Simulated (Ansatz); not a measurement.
C$_{2}$H$_{7}$N$_{2}$ (SMILES N[CH]CN), doublet, geometry from GFN2-xTB. Base run: R2SCAN/3-21G (Ansatz, a first-principles code).

Geometry (Å):
```xyz
11

N      1.6305    -0.2243     0.1144
C      0.6193     0.6609    -0.2433
C     -0.7110     0.1275    -0.6037
N     -1.3579    -0.4911     0.5746
H      1.2783    -1.1485     0.3270
H      2.2794     0.1158     0.8112
H      0.7930     1.7101    -0.0988
H     -1.3197     0.9300    -1.0470
H     -0.6158    -0.6793    -1.3421
H     -1.5067     0.2138     1.2908
H     -2.2668    -0.8642     0.3182
```
Charge 0, spin multiplicity 2.
Orbitals are unrestricted.
All else is at Ansatz's defaults.

Variants of this job, named by their change:

```tsv
change	E (Eh)	SCF-reference <S^2>
base	-188.69219	0.754
functional = BHLYP	-188.68469	0.755
functional = b3lyp5	-188.68510	0.753
functional = wB97X	-188.75396	0.753
functional = pbe0; dispersion = d3bjatm	-188.58862	0.753
functional = SVWN5	-187.15671	0.751
functional = B2GP-PLYP	-188.44898	0.757
functional = hse06	-188.57235	0.753
functional = pbe; dispersion = d4	-188.56399	0.752
functional = wB97X-V	-188.73945	0.753
functional = b3lyp	-188.80623	0.753
functional = cam_b3lyp	-188.70173	0.753
functional = blyp	-188.70990	0.752
```

Total energies compare only within one method and basis.
